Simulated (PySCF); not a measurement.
## Electronic structure of Ar²⁺ (argon, charge +2) at the UHF level

Configuration: [Ne] 3s1 3p4 3d1, one real determinant (an excited configuration). Computed with PySCF 2.14 in aug-cc-pVDZ-DK (5s4p2d, 27 functions), with scalar relativity by spin-free X2C-1e.

```
Total energy                                                  : -525.828266 hartree
One-electron energy                                           : -707.7456 hartree
Hartree (Coulomb) energy                                      : 211.4682 hartree
Exchange energy                                               : -29.5508 hartree
⟨S²⟩                                                          : 6.0030
⟨L²⟩                                                          : 8.005
Sum of ⟨r⟩                                                    : 12.31 bohr
Sum of ⟨r²⟩                                                   : 17.63 bohr²
Traceless quadrupole moment −½Σ⟨3z² − r²⟩ along its main axis : 0.304 e·bohr²
Langevin diamagnetic susceptibility                           : -14.0 ×10⁻⁶ cm³/mol
```

```tsv
shell	electrons	mean orbital energy (eV)	spread (eV)	rms radius, mean of both spins (bohr)
1s α	1	-3279.9	0	0.0991
1s β	1	-3278.2	0	0.0991
2s α	1	-374.52	0	0.446
2s β	1	-372.15	0	0.446
2p α	3	-297.80	0.741	0.416
2p β	3	-295.58	0.876	0.416
3s α	1	-68.606	0	1.40
3p α	3	-48.160	2.914	1.56
3p β	1	-39.680	0	1.56
3d α	1	-20.647	0	2.13
```

⟨L²⟩ = 8.01 against 12 for a pure F term, so this real determinant mixes terms. The outer electron is Rydberg-like, and this basis confines it to a smaller radius and binds it less than a complete one would.

Densities and radii are taken from the X2C orbitals without a picture-change correction, which distorts them close to the nucleus.

Spin-orbit constants ζ (cm⁻¹) from the X2C one-electron operator on these orbitals: bare nucleus, nucleus screened by l(l+1)(2l+1)/3 electrons, and screened by the Breit-Pauli mean field of the electrons.

```csv
shell,bare,screened nucleus,mean field
2p,13050,11600,10930
3p,1280,1137,1062
3d,31.09,13.82,7.130
```

To first order the Landé constant is A = -87.34 cm⁻¹, so the lowest level has J = 5 and lies 0.0650 eV below the centre of the term. This holds in LS coupling only.
